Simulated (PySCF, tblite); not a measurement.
Isomers of C5H5F2OS (doublet state), one GFN2-xTB conformer each. Single-point energies are computed at B3LYP/pcH-1 (PySCF, gas phase, no added dispersion term), electronic only. GFN2-xTB treats the open shell by occupation alone, and not every SCF solution was tested for stability.

Problem. Rank them by B3LYP/pcH-1 energy, lowest first (kJ/mol).
A. `[O:1]=[S@@:2]1[C:3]([CH2:4][F:5])=[CH:6][CH:7][C@@H:8]1[F:9]` (doublet state) with S2–C3–C4–F5 173°, O1–S2–C3–C4 78°, C3–C6–C7–C8 -7°, C6–C7–C8–F9 142°, O1–S2–C8–C7 86°
B. `[O:1]=[S@:2]1[C:3]([F:4])[CH2:5][CH:6]=[C:7]1[CH2:8][F:9]` (doublet state) with C6–C7–C8–F9 -2°, O1–S2–C3–F4 -90°, S2–C3–C5–C6 -21°, C3–C5–C6–C7 11°, O1–S2–C7–C6 -125°
C. `[O:1]=[S@@:2]1[C:3]([CH2:4][F:5])=[C:6][CH2:7][C@@H:8]1[F:9]` (doublet state) with S2–C3–C4–F5 68°, O1–S2–C3–C4 85°, C3–C6–C7–C8 -16°, C6–C7–C8–F9 146°, O1–S2–C8–C7 81°

Solution. A (0.0), B (46.2), C (94.9).

GFN2-xTB itself gives, in the same order: 0.0, 41.2, 74.1. Both levels put the same isomer lowest; measured from each level's own lowest isomer, the values differ by up to 20.8 kJ/mol (O=[S@@]1C(CF)=[C]C[C@@H]1F: 74.1 against 94.9).

Problem. What happens when harmonic zero-point energies from GFN2-xTB frequencies are added?

Solution. 
```csv
SMILES,ZPE (kJ/mol),electronic (kJ/mol),with ZPE (kJ/mol)
O=[S@@]1C(CF)=C[CH][C@@H]1F,233.1,0.0,0.0
O=[S@]1[C](F)CC=C1CF,234.9,46.2,48.0
O=[S@@]1C(CF)=[C]C[C@@H]1F,235.2,94.9,97.1
```

The zero-point energies span 2.1 kJ/mol. The order is unchanged.
